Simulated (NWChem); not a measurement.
GeNH₂I, singlet; SMILES [NH2][Ge][I]

```xyz
5

Ge     0.4245     1.3916     0.0000
I     -0.0123    -1.1885     0.0000
N     -1.3367     1.9048     0.0000
H     -2.1449     1.2737     0.0000
H     -1.6067     2.8939     0.0000
```
Atoms are numbered in this order, from 1.

Program: NWChem. Low-valent species are run as closed-shell singlets; no triplet was tried in these runs. The geometry was optimised at PBE-D3(BJ)/def2-SVP. def2 effective core potentials on I; no spin-orbit coupling. Level: PBE0/def2-SVPD; rows give the wavelength of the field.

For field static:

anisotropy (bohr³): 44.8

### Question
Estimate the same quantities for field 1065 nm.

### Answer
The anisotropy (bohr³) is 46.5.
